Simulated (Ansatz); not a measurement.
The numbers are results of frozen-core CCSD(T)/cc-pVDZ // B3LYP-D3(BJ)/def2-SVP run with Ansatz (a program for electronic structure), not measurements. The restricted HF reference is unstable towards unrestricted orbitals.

Ansatz 0.2 input:
```yaml
crystal:
  periodic: [false, false, false]
  atoms:
    - { symbol: C, position_ang: [2.735702, -1.725946, -0.342388] }
    - { symbol: C, position_ang: [1.423232, -1.478236, -0.216888] }
    - { symbol: C, position_ang: [0.774183, -0.158139, -0.204556] }
    - { symbol: C, position_ang: [1.453115, 1.027702, -0.525005] }
    - { symbol: C, position_ang: [0.819776, 2.270044, -0.504494] }
    - { symbol: C, position_ang: [-0.530908, 2.345121, -0.161094] }
    - { symbol: C, position_ang: [-1.242403, 1.185685, 0.158193] }
    - { symbol: C, position_ang: [-0.600393, -0.060323, 0.138757] }
    - { symbol: O, position_ang: [-1.228331, -1.226198, 0.442554] }
    - { symbol: C, position_ang: [-2.595265, -1.210359, 0.778464] }
    - { symbol: H, position_ang: [3.481416, -0.931775, -0.437314] }
    - { symbol: H, position_ang: [3.112191, -2.751621, -0.347939] }
    - { symbol: H, position_ang: [0.740395, -2.322981, -0.102133] }
    - { symbol: H, position_ang: [2.505783, 0.969731, -0.808719] }
    - { symbol: H, position_ang: [1.376717, 3.173526, -0.76136] }
    - { symbol: H, position_ang: [-1.043401, 3.309969, -0.142614] }
    - { symbol: H, position_ang: [-2.29627, 1.261719, 0.423097] }
    - { symbol: H, position_ang: [-2.881646, -2.252345, 0.973335] }
    - { symbol: H, position_ang: [-2.787709, -0.610118, 1.685775] }
    - { symbol: H, position_ang: [-3.216186, -0.815453, -0.045671] }
basis:
  gaussian: { orbitals: cc-pVDZ }
correlation:
  method: ccsd_t
```

Output:

```
Functional definition: HF
1744 factors; integrals over basis functions are off by at most 1.1e-3 eV
mean field evaluation 1: about -11464.1151 eV, gradient 3.9e1 eV
mean field evaluation 2: about -11464.6087 eV, gradient 3.9e1 eV
mean field evaluation 4: about -11469.3799 eV, gradient 5.6e0 eV
mean field evaluation 8: about -11469.4721 eV, gradient 3.9e-4 eV
mean field evaluation 16: about -11468.9763 eV, gradient 2.4e-1 eV
mean field -11469.47206041 eV, -421.4953239328 hartree, gradient 8.3e-6 eV, S^2 0.000000; 0 other end points of the search recorded, 0 dependent functions left out; unrestricted orbitals would lower it
10 core orbitals not correlated
reference -11469.47206041 eV, -421.4953239328 hartree; 26, 26 occupied and 154, 154 virtual orbitals, 1744 factors
second order -37.38492177 eV of doubles, -0.00000000 eV of singles
cycle   1  -37.87902456 eV  change   -4.9e-1 eV  update   1.5e-1
cycle   2  -38.94630649 eV  change    -1.1e0 eV  update   4.9e-2
cycle   3  -39.21520137 eV  change   -2.7e-1 eV  update   2.4e-2
cycle   4  -39.21756568 eV  change   -2.4e-3 eV  update   7.0e-3
cycle   5  -39.21818920 eV  change   -6.2e-4 eV  update   3.4e-3
cycle   6  -39.21959700 eV  change   -1.4e-3 eV  update   9.3e-4
cycle   7  -39.21914836 eV  change    4.5e-4 eV  update   3.8e-4
cycle   8  -39.21905913 eV  change    8.9e-5 eV  update   1.4e-4
cycle   9  -39.21907558 eV  change   -1.6e-5 eV  update   5.9e-5
perturbative correction -1.61829734 eV, -0.0594713303 hartree
Total energy: -11510.30943333 eV, -422.9960697070 hartree
```

Cost: about 10 core-minutes (a rough figure).
